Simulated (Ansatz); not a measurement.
Input for Ansatz (development build ahead of 0.2.0):

```yaml
crystal:
  periodic: [false, false, false]
  atoms:
    - { symbol: Al, position_ang: [0.0, 0.0, 0.0] }
    - { symbol: Cl, position_ang: [3.0364, 0.0, 1.1052] }
    - { symbol: Cl, position_ang: [-1.5182, 2.6296, 1.1052] }
    - { symbol: Cl, position_ang: [-1.5182, -2.6296, 1.1052] }
basis:
  gaussian: { orbitals: pcseg-2 }
magnetization:
  initial_magnetization: 2
hamiltonian:
  xc: r2scan
```

The input is written out in the form of the current development build from the run's settings.

Output:

```yaml
Converged: yes
Total_energy: -1622.86809 hartree
Spin_squared_of_the_determinant: 2.000
Stability_test: minimum among restricted orbitals
```

Caution: stretched shape with no unrestricted run beside it, a lower state can exist; other spin multiplicities may lie lower.
